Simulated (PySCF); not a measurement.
**LaBr: from constants to spectrum**

PBE constants of LaBr, triplet, about 0.0 electrons in the 4f shell (Mulliken) (basis La x2c-TZVPall, Br x2c-TZVPall; spin-free X2C with a Gaussian nucleus; PySCF 2.14; masses 138.9063 and 78.9183 u):

- ωe: 222.7 cm⁻¹
- ωexe: 0.482 cm⁻¹
- Be: 0.046081 cm⁻¹
- αe: 0.000135 cm⁻¹

Problem. What force constant and bond length do these constants imply?

Solution. Reduced mass μred = 50.326 u; k = 5.8918×10⁻⁷·μred·ωe² (u, cm⁻¹, mdyn/Å) = 1.47 mdyn/Å; Re = √(16.8576/(μred·Be)) (u, cm⁻¹, Å) = 2.696 Å.

Problem. Estimate the centrifugal constant D from the Kratzer relation and find the Dunham coefficient a1.

Solution. D = 4Be³/ωe² = 7.89e-09 cm⁻¹; a1 = −1 − αeωe/(6Be²) = -3.36.

Spin–orbit coupling is left out, which matters for elements this heavy, above all for dissociation energies. With d or f electrons several states lie close, and the lowest PBE0 determinant need not be the measured ground state.
